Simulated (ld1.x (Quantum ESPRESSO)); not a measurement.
## bromine, ultrasoft: configuration errors across variants

```
Element                 : bromine
Generator               : ld1.x (Quantum ESPRESSO) 7.5
Type                    : ultrasoft
Functional              : PBEsol
Relativity              : non-relativistic
Frozen core             : [Ar]
Valence charge          : 17
Reference configuration : 3d10 4s2 4p4.5 (charge +0.5)
Partial waves           : 4s (bound): rcut 1.45, rcutus 1.60 bohr; 4s channel at -1.45 Ry: rcut 1.45, rcutus 1.60 bohr; 4p (bound): rcut 0.95, rcutus 1.30 bohr; 4p channel at -0.45 Ry: rcut 0.95, rcutus 1.30 bohr; 3d (bound): rcut 0.85, rcutus 1.20 bohr; 3d channel at -4.95 Ry: rcut 0.85, rcutus 1.20 bohr
Local potential         : all-electron potential smoothed inside 0.90 bohr (lloc = -1)
Core correction         : none
Augmentation charge     : PSQ, inside the norm-conserving radii
```

All-electron excitation energies from the reference (eV): (1) 3d10 4s2 4p5 -5.089; (2) 3d10 4s2 4p4 7.490; (3) 3d10 4s2 4p3 30.256; (4) 3d9 4s2 4p6 60.927; (5) 3d10 4s2 4p1 110.184; (6) 3d10 4s1 4p5 19.690; (7) 3d10 4s1 4p6 6.521.

2 further variants failed, have other tests or too few solved ones, and are left out.

A true bound ghost makes a file unfit for plane-wave use even where its test errors are small: the radial tests pick states by their node count and pass the ghost by.

Errors AE − PS in meV (a dash: test not solved or not reliable):

| change | (1) | (2) | (3) | (4) | (5) | (6) | (7) | bound ghosts |
| --- | --- | --- | --- | --- | --- | --- | --- | --- |
| base | -0.2 | -0.4 | -6.7 | -329 | -74 | -9.2 | -13 | s, p |
| waves 4p (bound): rcut 0.95, rcutus 1.28 bohr; 4p channel at -0.45 Ry: rcut 0.95, rcutus 1.28 bohr | -0.2 | -0.4 | -6.8 | -332 | -75 | -9.3 | -14 | s, p |
| waves 4p (bound): rcut 0.95, rcutus 1.48 bohr; 4p channel at -0.45 Ry: rcut 0.95, rcutus 1.48 bohr | -0.2 | -0.4 | -6.3 | -269 | -70 | -8.6 | -12 | s |
| waves 4p (bound): rcut 0.95, rcutus 1.66 bohr; 4p channel at -0.45 Ry: rcut 0.95, rcutus 1.66 bohr | -0.2 | -0.4 | -6.0 | -138 | -66 | -8.3 | -12 | s |

Task: Give the same row for: waves 4p (bound): rcut 0.95, rcutus 1.86 bohr; 4p channel at -0.45 Ry: rcut 0.95, rcutus 1.86 bohr.

Result: -0.2, -0.4, -5.3, +185, -59, -8.1, -12; bound ghosts: s.
